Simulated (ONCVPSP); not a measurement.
# Configuration tests for Ge (Z = 32) (ONCV)

ONCVPSP 4.0.1 input, shortened (lines: element, Z, core and valence counts, functional; n l f; lmax; l rc ep ncon nbas qcut; lloc lpopt rc5 dvloc0; l nproj debl; icmod fcfact rcfact), PBE, scalar-relativistic:

```
  Ge 32.00    5    3        4      upf
    1    0    2.00
    2    0    2.00
    2    1    6.00
    3    0    2.00
    3    1    6.00
    3    2   10.00
    4    0    2.00
    4    1    2.00
    3
    0    1.45    0.00    4    7    4.10
    1    2.35    0.00    4    8    4.20
    2    1.15    0.00    4    9   13.70
    3    1.80    0.38    4    7    5.60
    4    5    0.85    0.00
    0    2    0.50
    1    2    3.50
    2    2    2.20
    3    2    3.30
    1    0.20    0.00
```

Energies are relative to the spin-unpolarised reference configuration 3d10 4s2 4p2; without spin polarisation the order of configurations can differ from experiment.

```json
{"valence configuration": "3d10 4s2 4p0", "charge": "+2", "ΔE all-electron (eV)": "22.884", "error AE − PS (meV)": "-13"}
{"valence configuration": "3d10 4s2 4p1.5", "charge": "+0.5", "ΔE all-electron (eV)": "2.802", "error AE − PS (meV)": "-0.4"}
```

What are ΔE and the potential's error for 3d10 4s2 4p1?

ΔE = 7.444 eV all-electron; the error (AE − PS) is -1.8 meV.

What are ΔE and the potential's error for 3d10 4s1 4p0?

ΔE = 57.675 eV all-electron; the error (AE − PS) is -46 meV.

Levels in the configuration 3d10 4s2 4p1.5:

| level | all-electron (eV) | pseudo (eV) |
| --- | --- | --- |
| 3d | -33.542 | -33.531 |
| 4s | -15.600 | -15.601 |
| 4p | -7.384 | -7.384 |

Note: ghosts flagged at negative energy: s at -131.7 eV; GHOST(+) flagged for p at 113.1 eV, f at 140.8 eV. A true bound ghost makes a file unfit for plane-wave use.
